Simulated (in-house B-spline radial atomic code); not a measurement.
A calculation on neutral tellurium: its settings, and results tabulated from the run. All numbers are computed (scalar-relativistic (X2C) PBE, spherical fractional occupations; Fermi nucleus of rms radius 4.7423 fm, inside a hard spherical wall at 4.1 bohr) with an all-electron radial atomic-structure program (B-spline basis), not measured.

Command:
```bash
python run_scf.py task.json out
```
Settings (nuclear radius in fm, mass in u):
```
Z                52
configuration    [Kr] 4d10 5s1 5p4 5f1
hamiltonian      x2c
method           pbe,pbe
spin_polarised   False
nucleus          fermi
rms_radius       4.7423
atomic_mass      129.90622
speed_of_light   137.035999084
wall_radius      4.1
```

Output (hartree, bohr):
```
 radial grid: 61 intervals, B-splines of order 8, outer radius 4.1 bohr

 iter        energy (Eh)    residual
    1       -6789.387263    4.54e-01
    2       -6789.603403    2.11e-01
    3       -6790.846603    1.02e-02
    4       -6790.848486    2.07e-03
    5       -6790.848504    3.66e-04
    6       -6790.848506    1.96e-04
    7       -6790.848507    4.26e-05
    8       -6790.848507    1.88e-06
    9       -6790.848507    7.45e-08

 total energy                     -6790.84851
 kinetic                            7187.7477
 electron-nucleus                 -16520.4228
 Hartree                            2719.3960
 exchange-correlation               -177.5695

 orbital      occ     eigenvalue          <r>       <r^2>       <1/r>       r_max
 1s         2.000     -1159.7553    0.0272119  0.00101338     58.2944     0.01722
 2s         2.000      -177.6103     0.119327   0.0168542     13.2531      0.1013
 2p         6.000      -159.5309     0.104458   0.0133355     12.2493     0.08091
 3s         2.000       -35.0908     0.321854    0.118552     4.66384      0.2928
 3p         6.000       -29.1991     0.319909    0.118817     4.34788      0.2863
 3d        10.000       -20.2356     0.296763    0.104334     4.08967      0.2378
 4s         2.000        -5.7214     0.766693    0.664899      1.8427      0.7021
 4p         6.000        -3.8989     0.824332    0.775846     1.66254      0.7393
 4d        10.000        -1.2436     0.986733     1.14958     1.35144       0.815
 5s         1.000        -0.3598      2.00003     4.41539    0.638957       1.824
 5p         4.000         0.0127      2.21606     5.35482    0.561065       2.123
 5f         1.000         1.6780      1.89934     4.76621    0.780154      0.9953
```

Time taken, with all properties: 0.12 s on 1 thread of Arm Neoverse V1 (shared host).

One-electron X2C: radii and densities carry no picture-change correction, so inner-shell <1/r> comes out high (for 1s by about 2 % at Z = 33, 5 % at 54, 10 % at 75, 30 % at 118) and <r> low.
